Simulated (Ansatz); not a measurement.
`CO[SiH2]N[SiH2]F`, charge 0, multiplicity 1.

(1) Give a relaxed structure at PBE0-D4/def2-TZVP (the Gaussian-basis code of Ansatz). (Best estimate.)

Answers

(1) Ansatz gave: 
Z-matrix (Å, degrees):
```
C
O 1 1.408
H 1 1.091 2 108.3
H 1 1.097 2 111.8 3 119.4
H 1 1.096 2 111.3 3 -119.1
Si 2 1.640 1 123.0 3 -167.6
N 6 1.716 2 109.1 1 168.5
H 6 1.489 2 107.8 1 47.6
H 6 1.486 2 111.5 1 -73.8
Si 7 1.708 6 127.7 2 108.0
H 7 1.011 6 116.1 2 -71.7
F 10 1.601 7 112.1 6 96.3
H 10 1.478 7 108.7 6 -21.6
H 10 1.480 7 109.9 6 -146.5
```
This is one stationary point; other conformers may exist.
